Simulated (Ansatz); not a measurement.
Ideal-gas functions of C₂HCl₂FTi, SMILES `C#[C][Ti]([F])([Cl])[Cl]` at 800 K and 1 bar, from an Ansatz frequency run at PBE0-D4/def2-TZVP.

Molar mass 162.8 g/mol, point group Cs (symmetry number 1), electronic degeneracy 1, moments of inertia 334.464, 341.259, 462.449 u Å². Harmonic wavenumbers (cm⁻¹, unscaled): 81, 91, 121, 157, 167, 227, 242, 434, 523, 541, 739, 739, 790, 2088, 3450.

Use S(trans) = R[1.5 ln M + 2.5 ln T − 1.1517]; rotational temperatures θ = 24.2544 K / I; S(rot) = R[ln(√π/σ · √(T³/θAθBθC)) + 1.5]; for each mode x = 1.438777 ν̃/T, S = R[x/(eˣ − 1) − ln(1 − e⁻ˣ)] and H = RT x/(eˣ − 1); 1 cm⁻¹ = 0.0119627 kJ/mol; R = 8.31446 J/(mol·K).

Question: By hand: the entropy, in J/(mol·K).

Answer: Translation 192.9. Rotation: θ = 0.0725, 0.0711, 0.0524 K, giving 134.8. Vibration, mode by mode: 24.34, 23.37, 21.01, 18.86, 18.35, 15.82, 15.30, 10.58, 9.12, 8.86, 6.54, 6.54, 6.06, 0.94, 0.12, in all 185.8. Electronic 0.0. Sum 513.5 J/(mol·K).

Question: By hand: H − E and G − E in kJ/mol, counted from the electronic energy.

Answer: Zero-point energy ½ × 10390 × 0.0119627 = 62.1; thermal vibration 62.8; translation, rotation and pV give 4 RT = 26.6. H − E = 151.5 kJ/mol, and G − E = 151.5 − 800 × 513.5/1000 = -259.3 kJ/mol.

Vibration gives 36 % of the entropy, 68.7 J/(mol·K) of it from the modes under 150 cm⁻¹: soft modes count most, and the harmonic formula is weakest for them.
